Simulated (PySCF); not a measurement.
# Barium: a sound run and one with changed settings

Sound run: Ba⁺ [Xe] 6s1, Ba²⁺ [Xe]. All numbers are calculated (PySCF 2.14, scalar relativity through the core potential, in def2-TZVP with the def2 core potential (46 electrons)). The sound run starts from symmetry-adapted Hartree-Fock orbitals and uses a fine grid where one is needed.

A second run was set up differently.

| species | method | sound run (hartree) | changed run (hartree) | converged |
| --- | --- | --- | --- | --- |
| Ba⁺ | UHF | -24.93825 | -24.90814 | no |
| Ba⁺ | M06-L | -25.25253 | -25.24524 | no |
| Ba⁺ | TPSS | -25.27238 | -25.25418 | no |
| Ba²⁺ | UHF | -24.59482 | -24.59482 | yes |
| Ba²⁺ | M06-L | -24.91235 | -24.91235 | yes |
| Ba²⁺ | TPSS | -24.91255 | -24.91255 | yes |

(1) What was changed?
A. basis contracted for another Hamiltonian
B. a valence shell is frozen
C. level shift left on
D. minimal basis

Answers

(1) C. It used initial guess 1e, at most 50 SCF cycles, level shift 2.0 hartree. A level shift slows the SCF but leaves a converged energy unchanged.
